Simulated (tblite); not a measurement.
Run record: tight-binding relaxation, `COCCOBC#CCBr`.

Computed with GFN2-xTB geometry optimisation, gas phase (tblite 0.8.0). Start geometry: from a force field or distance geometry. The command runs a driver script over a list of jobs; the input below is this job's line of settings and its coordinates in Å.

Command:
```bash
OMP_NUM_THREADS=1 python probes_run.py task.json out
```

Input:
```
{"job": {"kind": "relax", "xc": "GFN2-xTB", "basis": "xTB"}, "charge": 0, "multiplicity": 1}
C      3.272700     2.096000     1.418300
O      2.643500     0.969400     0.841500
C      1.547000     1.369300     0.084400
C      0.873300     0.152300    -0.538400
O     -0.236000     0.554300    -1.290300
B     -0.878900    -0.634900    -1.887100
C     -2.033100    -1.320800    -1.157700
C     -2.936400    -1.859800    -0.571400
C     -4.039900    -2.523600     0.129000
Br    -3.761700    -2.396400     2.040500
H      4.131200     1.762700     2.018900
H      3.640600     2.784700     0.634100
H      2.564000     2.636400     2.113300
H      1.862500     2.046300    -0.749200
H      0.784500     1.905700     0.719600
H      0.555300    -0.525500     0.316700
H      1.631100    -0.373200    -1.161800
H     -0.538300    -1.026700    -2.948700
H     -5.001100    -2.018900    -0.129500
H     -4.085500    -3.586500    -0.163600
```

Output:
```
step      E/eV     max force
  0    -852.32894    2.360
  1    -852.47819    2.602
  2    -852.49947    2.593
  3    -852.58340    0.518
  4    -852.59571    0.334
  5    -852.61225    0.231
  6    -852.61842    0.258
  7    -852.63433    0.289
  8    -852.64519    0.270
  9    -852.65650    0.265
... (165 lines left out)
175    -853.42057    0.017
176    -853.42064    0.025
177    -853.42074    0.034
178    -853.42088    0.047
179    -853.42104    0.035
180    -853.42123    0.029
181    -853.42139    0.024
182    -853.42146    0.015
183    -853.42149    0.012
184    -853.42151    0.008
```

«max force» is the largest atomic force in eV/Å.

From which step on does the largest force stay under 0.1 eV/Å, and how much energy is left to gain from there?

From step 106 (0.080 eV/Å), 28.8 meV above the end.

Main results: energy lowered by 25.2 kcal/mol over 184 steps; largest atomic force 0.008 eV/Å at the end.

Give the final coordinates.

0.984 Å rms from the input after alignment:
```
atom  x, y, z in Å
C1     3.2287    2.6200    1.0213
O2     2.9724    1.4399    0.3021
C3     1.6348    1.0175    0.3995
C4     1.4802   -0.2753   -0.4046
O5     0.1766   -0.7667   -0.2620
B6    -0.7070   -0.8874   -1.2466
C7    -2.0871   -1.4103   -0.8737
C8    -3.1974   -1.8114   -0.6238
C9    -4.5035   -2.2853   -0.2675
Br10  -4.7079   -2.4382    1.6985
H11    4.2867    2.8370    0.8921
H12    2.6338    3.4579    0.6373
H13    3.0078    2.4921    2.0880
H14    0.9541    1.7870    0.0003
H15    1.3594    0.8311    1.4493
H16    2.1762   -1.0230   -0.0093
H17    1.7276   -0.0825   -1.4554
H18   -0.4687   -0.6112   -2.3726
H19   -5.2834   -1.5957   -0.5921
H20   -4.6883   -3.2850   -0.6619
```

Estimate the wall time. Hardware: one thread of an Arm Neoverse N1, no GPU, on a shared host.

About 2.7 s.
Labels such as C1 count atoms from 1, the log's own numbers from 0.
